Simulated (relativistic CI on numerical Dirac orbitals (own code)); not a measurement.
## Electric-dipole transitions in Te XI

Computed by Dirac-Coulomb-Breit CI, separate exchange-only KLI orbitals for each configuration, QED by a radiative potential, unscaled Slater integrals (own radial code, finite nucleus).

Configuration list (outside the closed core [Ar] 3d10): 4s2 4p6 4d6, 4s2 4p5 4d7, 4s2 4p6 4d5 4f, 4s2 4p6 4d5 5s, 4s2 4p4 4d8, 4s 4p6 4d7, 4s2 4p6 4d5 5p, 4s2 4p6 4d4 5s2, 4s2 4p6 4d5 5d, 4s2 4p6 4d4 4f 5s, 4p6 4d8, 4s2 4p6 4d4 5p2, 4s2 4p6 4d5 6s, 4s2 4p6 4d5 6d. Levels of other configurations are missing.

| λ vac (Å) | Lower | Upper | A (s⁻¹) | gf | Branching (%) |
| --- | --- | --- | --- | --- | --- |
| 150.40 | 4s2 4p6 4d6 5D_4 [1] | 4s2 4p6 4d5 4f 5D°_3 [180] | 2.08e+09 | 4.93e-02 | 49.6 |
| 150.58 | 4s2 4p6 4d6 5D_4 [1] | 4s2 4p6 4d5 5p 5P°_3 [179] | 3.08e+10 | 7.34e-01 | 70.3 |
| 151.41 | 4s2 4p6 4d6 5D_2 [3] | 4s2 4p6 4d5 5p 5P°_1 [190] | 1.15e+10 | 1.19e-01 | 25.6 |
| 151.58 | 4s2 4p6 4d6 5D_3 [2] | 4s2 4p6 4d5 4f 5G°_2 [186] | 2.81e+09 | 4.83e-02 | 42.6 |
| 151.71 | 4s2 4p6 4d6 5D_3 [2] | 4s2 4p6 4d5 5p 5P°_2 [184] | 1.73e+10 | 2.98e-01 | 46.1 |
| 151.98 | 4s2 4p6 4d6 5D_2 [3] | 4s2 4p6 4d5 5p 5P°_2 [184] | 1.31e+10 | 2.27e-01 | 35.1 |
| 152.13 | 4s2 4p6 4d6 5D_1 [4] | 4s2 4p6 4d5 5p 5P°_1 [190] | 1.91e+10 | 1.98e-01 | 42.5 |
| 152.24 | 4s2 4p6 4d6 5D_3 [2] | 4s2 4p6 4d5 5p 5P°_3 [179] | 7.68e+09 | 1.87e-01 | 17.5 |
| 152.30 | 4s2 4p6 4d6 5D_0 [5] | 4s2 4p6 4d5 5p 5P°_1 [190] | 8.58e+09 | 8.95e-02 | 19.1 |
| 152.70 | 4s2 4p6 4d6 5D_1 [4] | 4s2 4p6 4d5 5p 5P°_2 [184] | 3.31e+09 | 5.78e-02 | 8.8 |
| 157.08 | 4s2 4p6 4d6 5D_4 [1] | 4s2 4p6 4d5 5p 7P°_3 [134] | 5.61e+09 | 1.45e-01 | 57.1 |
| 621.66 | 4s2 4p6 4d5 5s 7S_3 [35] | 4s2 4p6 4d5 5p 5P°_3 [179] | 1.29e+09 | 5.23e-01 | 2.9 |
| 667.33 | 4s2 4p6 4d5 5s 7S_3 [35] | 4s2 4p6 4d5 5p 7P°_4 [157] | 4.66e+09 | 2.80e+00 | 95.9 |
| 699.55 | 4s2 4p6 4d5 5s 5S_2 [36] | 4s2 4p6 4d5 5p 5P°_1 [190] | 3.82e+09 | 8.41e-01 | 8.5 |
| 708.92 | 4s2 4p6 4d5 5s 5S_2 [36] | 4s2 4p6 4d5 4f 5G°_2 [186] | 4.93e+08 | 1.86e-01 | 7.5 |
| 711.78 | 4s2 4p6 4d5 5s 5S_2 [36] | 4s2 4p6 4d5 5p 5P°_2 [184] | 2.86e+09 | 1.09e+00 | 7.6 |
| 723.57 | 4s2 4p6 4d5 5s 5S_2 [36] | 4s2 4p6 4d5 5p 5P°_3 [179] | 2.45e+09 | 1.35e+00 | 5.6 |
| 749.72 | 4s2 4p6 4d5 5s 7S_3 [35] | 4s2 4p6 4d5 5p 7P°_3 [134] | 2.57e+09 | 1.51e+00 | 26.1 |
| 772.53 | 4s2 4p6 4d5 5s 7S_3 [35] | 4s2 4p6 4d5 5p 7P°_2 [126] | 2.45e+09 | 1.10e+00 | 53.8 |
| 903.13 | 4s2 4p6 4d5 5s 5S_2 [36] | 4s2 4p6 4d5 5p 7P°_3 [134] | 4.24e+08 | 3.63e-01 | 4.3 |

Terms are leading LS components. Brackets give the number of a level in order of energy, since labels repeat. The list gives strong lines, with weight on those to low levels, without lines whose two gauges differ by over a factor of 2.5, among the lowest 200 of 2914 levels, so that lines to higher ones, which can be the strongest, are missing. Levels whose partners in the same complex of configurations lie outside the list can be far off, and so can their lines. Rates are taken at the computed energies, electric ones in the length gauge.

At this charge energies of transitions that change n are usually good to better than 1 %, and those within a shell (Δn = 0) to a few per cent. Terms inside the open d or f shell come out 10 to 20 % too wide with unscaled integrals. Levels and lines within the n = 5 or 6 shells can be off by up to 10 % or somewhat more, and those that change n by about 2 %, since core polarisation is missing.

LS names give the leading component of a level, which can be under half, so a name can repeat, a term be missing and a line seem to break the LS rules.
